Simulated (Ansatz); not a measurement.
Born–Oppenheimer molecular dynamics of CH$_{5}$BBrFO (10 atoms, charge 0, multiplicity 1). It starts at the highest image of a converged band, a first-order saddle point between two minima.

Computed with Ansatz 0.2.0, RKS LDA/def2-SVP.

```json
{
  "ensemble": "NVE (velocity Verlet)",
  "time step": "0.5 fs",
  "steps asked": "200",
  "starting velocities drawn for": "100 K",
  "seed": "10792"
}
```

First frame:

```xyz
10
Properties=species:S:1:pos:R:3
B 0.043 0.125 0.084
O 0.090 -0.071 1.551
H -0.797 -0.365 1.859
C 1.366 0.013 -0.710
H 1.616 -1.065 -0.847
H 1.263 0.465 -1.718
H 2.214 0.498 -0.187
F -1.142 -0.222 -0.416
Br -0.116 2.522 0.655
H 0.072 1.156 1.643
```

Problem. What does the run give?

Solution. The run went to its last step.

```yaml
steps_done: 200
time_covered: 100 fs
mean_temperature_over_the_second_half: 316 K
spread_of_the_potential_energy_over_the_second_half: 1.8 meV per atom
mean_potential_energy_of_the_second_half_above_the_start: -22.3 meV per atom
```

The conserved energy stayed within 0.026 meV per atom of its start (net change 0.019 meV per atom), so the integration is sound. The kinetic energy rose, since the run started high on the potential surface and went downhill. It ends in pieces (BrH + CH4BFO), so much of that is their flight and rotation, not heat. A run of 0.1 ps of so small a system gives no equilibrium averages. The orbitals stay closed-shell, which can raise the energy where a bond breaks towards radicals; this wasn't checked here.

Problem. What happens to the structure?

Solution. Between its relaxed ends the band would form B1–Br9, O2–H10 and break Br9–H10. These pairs go: B1–Br9 2.47 → 3.58 Å, O2–H10 1.23 → 2.53 Å, Br9–H10 1.70 → 1.42 Å. In the last frame they stand as before the step (other bonds may differ from the relaxed reactants and products). It ends as BrH + CH4BFO. Pairs count as bonded within 1.25 times the sum of covalent radii (0.12 Å more for H–H). The details hang on the random start.

Problem. How do temperature and energy run in time?

Solution. 
| time (fs) | T (K) | potential energy less start (eV) | conserved less start (meV/atom) |
| --- | --- | --- | --- |
| 0 | 100 | 0.000 | 0.00 |
| 5 | 82 | 0.019 | 0.01 |
| 10 | 98 | 0.002 | 0.01 |
| 15 | 139 | -0.040 | 0.01 |
| 20 | 176 | -0.078 | 0.01 |
| 25 | 210 | -0.114 | 0.02 |
| 30 | 248 | -0.152 | 0.02 |
| 35 | 291 | -0.197 | 0.01 |
| 40 | 300 | -0.207 | 0.01 |
| 45 | 310 | -0.217 | 0.01 |
| 50 | 332 | -0.240 | 0.00 |
| 55 | 317 | -0.224 | 0.01 |
| 60 | 321 | -0.228 | 0.01 |
| 65 | 334 | -0.241 | 0.01 |
| 70 | 339 | -0.248 | 0.01 |
| 75 | 334 | -0.242 | 0.01 |
| 80 | 309 | -0.216 | 0.02 |
| 85 | 317 | -0.225 | 0.01 |
| 90 | 306 | -0.213 | 0.00 |
| 95 | 280 | -0.186 | 0.01 |
| 100 | 278 | -0.184 | 0.02 |

Time of the run: 120 s on 4 threads of Arm Neoverse V2, with other jobs on the host, peak memory 0.16 GiB.
